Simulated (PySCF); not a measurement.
# Computed data sheet: `CO/C(C)=C/COC(F)(F)F`

C6H9F3O2.
Geometry (GFN2-xTB, Å), atoms numbered from 1 in this order:
```xyz
20
C6H9F3O2 angstrom
C     -2.690   -0.632   -0.803
O     -2.195    0.251    0.177
C     -0.894    0.613    0.134
C     -0.542    1.503    1.289
C     -0.018    0.250   -0.810
C      1.417    0.652   -0.760
O      2.172   -0.052    0.279
C      2.315   -1.343    0.114
F      2.840   -1.694   -1.078
F      3.133   -1.825    1.048
F      1.175   -2.059    0.208
H     -3.730   -0.814   -0.538
H     -2.639   -0.188   -1.801
H     -2.140   -1.578   -0.796
H      0.286    1.083    1.855
H     -0.249    2.490    0.936
H     -1.410    1.600    1.934
H     -0.297   -0.413   -1.612
H      1.550    1.695   -0.469
H      1.910    0.470   -1.718
```

Among its groups: C=C double bond, ether, CF3 group and C–F bond.

**GFN2-xTB geometry**

```
Point group of the GFN2-xTB geometry                  : C1
Rotational constants A, B, C of the GFN2-xTB geometry : 1.973, 0.608, 0.562 GHz
```

From PBE0/pcSseg-1 ground state and GIAO shieldings, non-relativistic (PySCF):

```
Dipole moment                                               : 3.15 D
HOMO energy                                                 : -6.82 eV
LUMO energy                                                 : 0.17 eV
HOMO–LUMO gap                                               : 6.99 eV
Lowest Hirshfeld atomic charge                              : -0.14 e on O7
Highest Hirshfeld atomic charge                             : +0.31 e on C8
13C chemical shifts (computed TMS as zero) by class         : 173.9 (C3), 131.6 (C8), 93.9 (C5), 68.4 (C6), 56.1 (C1), 20.1 (C4) ppm
1H chemical shifts (computed TMS as zero) by class          : 4.74 (H19/H20), 4.61 (H18), 3.76 (H12/H13/H14), 2.24 (H15/H16/H17) ppm
Isotropic shieldings of nuclei other than C and H, by class : 196 (O2), 211 (O7), 241 (F9/F10/F11) ppm
Mayer bond orders between heavy atoms                       : C1–O2 0.90, O2–C3 1.07, C3–C4 1.05, C3–C5 1.73, C5–C6 1.10, C6–O7 0.80, O7–C8 1.16, C8–F9 0.99, C8–F10 1.05, C8–F11 1.00
```

Monoisotopic mass from the formula: 170.0555 u.

The rotational constants make it an asymmetric top with κ = (2B − A − C)/(A − C) = -0.94, nearer the prolate limit (−1). A dipole of 3.15 D is allowed in C1, and pure rotational transitions are dipole-allowed. With B = h/(8π²I), that is 505.379 GHz u Å² over I, the principal moments of inertia are 256.1, 831.8 and 899.5 u Å² (most abundant isotopes). The dipole matches unit charges of opposite sign 0.66 Å apart (1 e·Å = 4.8032 D).

One conformer (not necessarily the lowest) at the GFN2-xTB geometry, without solvent or vibrations. NMR classes are plain means over equivalent atoms (diastereotopic ones count apart unless rotation or inversion swaps them), as if these changed places fast; in this geometry the members of some classes differ.
